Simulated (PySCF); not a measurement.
## Broadened absorption spectrum of C3H9Cl2GeN

C3H9Cl2GeN.
SMILES: `C[N](C)[GeH2][CH](Cl)Cl`

Theory: PySCF 2.14.0, density-fitted response routines, TDDFT CAM-B3LYP/def2-SVPD, vertical, gas phase, core orbitals frozen in the response. Isolated species at its PBE0-D3(BJ)/def2-SVP geometry (one conformer only). Relativistic effects, spin–orbit coupling among them, are left out although an element past zinc is present. Torsions of this conformer, `[CH3:1][N:2]([CH3:3])[GeH2:4][CH:5]([Cl:6])[Cl:7]`: C1–N2–Ge4–C5 77°, N2–Ge4–C5–Cl6 -61°.

Computed states:

```json
{"state": "S1", "E (eV)": "5.48", "f": "0.0047"}
{"state": "S2", "E (eV)": "5.98", "f": "0.0057"}
{"state": "S3", "E (eV)": "6.21", "f": "0.034"}
{"state": "S4", "E (eV)": "6.38", "f": "0.0092"}
{"state": "S5", "E (eV)": "6.56", "f": "0.024"}
{"state": "S6", "E (eV)": "6.82", "f": "0.028"}
{"state": "S7", "E (eV)": "6.95", "f": "0.011"}
{"state": "S8", "E (eV)": "7.07", "f": "0.0086"}
{"state": "S9", "E (eV)": "7.13", "f": "0.0057"}
{"state": "S10", "E (eV)": "7.22", "f": "0.0013"}
```

Each state is given a Gaussian of 0.5 eV full width at half maximum, with ε(max) = 2.175×10⁸ f / Δν̃ (Δν̃ the width in cm⁻¹). The width is an assumption, not a result. The curve ends short of the highest state used, and states not computed would add to its high-energy end.

Question: Give the broadened spectrum and its maxima.

Answer: 
```json
{"λ (nm)": "187.3", "ε (L mol⁻¹ cm⁻¹)": "2982"}
{"λ (nm)": "189.9", "ε (L mol⁻¹ cm⁻¹)": "2961"}
{"λ (nm)": "192.4", "ε (L mol⁻¹ cm⁻¹)": "2980"}
{"λ (nm)": "195.0", "ε (L mol⁻¹ cm⁻¹)": "2987"}
{"λ (nm)": "197.6", "ε (L mol⁻¹ cm⁻¹)": "2899"}
{"λ (nm)": "200.2", "ε (L mol⁻¹ cm⁻¹)": "2658"}
{"λ (nm)": "202.8", "ε (L mol⁻¹ cm⁻¹)": "2266"}
{"λ (nm)": "205.4", "ε (L mol⁻¹ cm⁻¹)": "1791"}
{"λ (nm)": "208.0", "ε (L mol⁻¹ cm⁻¹)": "1318"}
{"λ (nm)": "210.5", "ε (L mol⁻¹ cm⁻¹)": "932"}
{"λ (nm)": "213.1", "ε (L mol⁻¹ cm⁻¹)": "638"}
{"λ (nm)": "215.7", "ε (L mol⁻¹ cm⁻¹)": "452"}
{"λ (nm)": "218.3", "ε (L mol⁻¹ cm⁻¹)": "353"}
{"λ (nm)": "220.9", "ε (L mol⁻¹ cm⁻¹)": "311"}
{"λ (nm)": "223.5", "ε (L mol⁻¹ cm⁻¹)": "294"}
{"λ (nm)": "226.1", "ε (L mol⁻¹ cm⁻¹)": "281"}
{"λ (nm)": "228.7", "ε (L mol⁻¹ cm⁻¹)": "259"}
{"λ (nm)": "231.2", "ε (L mol⁻¹ cm⁻¹)": "226"}
{"λ (nm)": "233.8", "ε (L mol⁻¹ cm⁻¹)": "185"}
{"λ (nm)": "236.4", "ε (L mol⁻¹ cm⁻¹)": "141"}
{"λ (nm)": "239.0", "ε (L mol⁻¹ cm⁻¹)": "101"}
{"λ (nm)": "241.6", "ε (L mol⁻¹ cm⁻¹)": "68"}
{"λ (nm)": "244.2", "ε (L mol⁻¹ cm⁻¹)": "43"}
{"λ (nm)": "246.8", "ε (L mol⁻¹ cm⁻¹)": "26"}
{"λ (nm)": "249.3", "ε (L mol⁻¹ cm⁻¹)": "15"}
{"λ (nm)": "251.9", "ε (L mol⁻¹ cm⁻¹)": "8"}
{"λ (nm)": "254.5", "ε (L mol⁻¹ cm⁻¹)": "4"}
{"λ (nm)": "257.1", "ε (L mol⁻¹ cm⁻¹)": "2"}
{"λ (nm)": "259.7", "ε (L mol⁻¹ cm⁻¹)": "1"}
{"λ (nm)": "262.3", "ε (L mol⁻¹ cm⁻¹)": "0"}
```

Maxima: 194 nm (6.39 eV), ε about 3000, made up of S3 (44%), S4 (17%) and S5 (31%) (ε in L mol⁻¹ cm⁻¹; maxima over ε = 5, shares over 10%). At its high-energy end, 6.62 eV, the curve is still rising (ε about 3000, from S5 and S6).

Question: What would ε be at 6.39 eV, the highest of these maxima, with half the width (0.25 eV)?

Answer: About 2670 L mol⁻¹ cm⁻¹ against 2990, a factor of about 0.9; a lone state at its own centre would give exactly 2.

Question: Coming from long wavelengths, where does ε first pass 100 L mol⁻¹ cm⁻¹?

Answer: At about 239 nm (5.19 eV), 0.29 eV below S1.

Question: On this curve, what absorbance would a 10⁻⁴ mol/L sample give at 254 nm over a 1 cm path?

Answer: 254 nm is 4.881 eV, where ε is about 5 L mol⁻¹ cm⁻¹, so A = ε c l ≈ 0.0005 (Beer–Lambert, with the gas-phase spectrum and the assumed width).

The vertical ionisation energy (ΔSCF) is 8.25 eV, 1.03 eV above S10.

The run took 2.0 min on one thread of an Arm Neoverse V2, no GPU, shared host with 96 logical CPUs at a one-minute load of 137, and the process peaked at 1.4 GiB of memory.

Without π bonds the low states are Rydberg-like; a valence basis with one diffuse set may place them up to an eV too high.
